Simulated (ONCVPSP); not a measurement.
## What the settings do to the ONCV potential of B (Z = 5)

Base potential:

| Item | Value |
| --- | --- |
| Element | boron |
| Generator | ONCVPSP 4.0.1 |
| Type | optimised norm-conserving Vanderbilt (ONCV) |
| Functional | PBE |
| Relativity | scalar-relativistic |
| Frozen core | [He] |
| Valence charge | 3 |
| Reference configuration | 2s2 2p0.5 (charge +0.5) |
| Partial waves | 2s: rc 1.60 bohr, ncon 5, nbas 8, qcut 4.4 1/bohr, 2 projectors, debl 1.5 Ha; 2p: rc 3.80 bohr, ncon 5, nbas 10, qcut 4.3 1/bohr, 2 projectors, debl 3.8 Ha; d scattering state at 0.27 Ha: rc 4.00 bohr, ncon 4, nbas 7, qcut 2.4 1/bohr, 1 projector |
| Local potential | polynomial inside 1.25 bohr (lpopt 5, dvloc0 0 Ha) |
| Core correction | Teter function, fcfact 4.75, rcfact 1.65 |

Cutoffs, loose and tight: the cutoffs (Ha) at which the residual kinetic energy of the hardest occupied pseudo-wave falls to 1 and 0.1 mHa per electron. They do not see the model core or the augmentation charge, which bear on the density cutoff. Test errors are all-electron minus pseudo excitation energies from the reference, over the configurations 2s2 2p1; 2s2 2p0; 2s1 2p0; 2s1 2p1. A dash means not determined; rows that change the core or the reference have their own tests.

```tsv
change	outcome	cutoff, loose	cutoff, tight	bound ghosts	GHOST(+) flags above zero	largest test error (meV)
base	generated	12 Ha	51 Ha	none	p, d	+249
s: rc 1.16; local potential polynomial inside 1.16 bohr (lpopt 5, dvloc0 0 Ha)	generated	14 Ha	91 Ha	none	s, p, d	+251
s: rc 1.72	generated	10 Ha	44 Ha	none	p, d	+246
s: rc 1.88	generated	9.0 Ha	34 Ha	none	p, d	+241
s: rc 2.1	generated	7.7 Ha	16 Ha	none	p, d	+231
s: rc 2.3	generated	6.8 Ha	9.4 Ha	none	p, d	+220
```

Task: What comes out with this change to the base: s: rc 1.48?

Result: outcome: generated; cutoff, loose: 15 Ha; cutoff, tight: 58 Ha; bound ghosts: none; GHOST(+) flags above zero: p, d; largest test error (meV): +251.

Task: What comes out with this change to the base: s: rc 1.32?

Result: outcome: generated; cutoff, loose: 13 Ha; cutoff, tight: 58 Ha; bound ghosts: none; GHOST(+) flags above zero: p, d; largest test error (meV): +252.

Reading the sweep of the s radius (base included, trends over the rows without a ghost): The loose cutoff falls from 14 Ha at 1.16 to 6.8 Ha at 2.3 bohr, with one reversal. A larger radius leaves more room for a smooth pseudo-wave, so fewer plane waves are needed; a smaller one forces it to follow the all-electron wave where it bends sharply. The median size of the test errors (rows with all tests solved) stays near 97.8 meV.
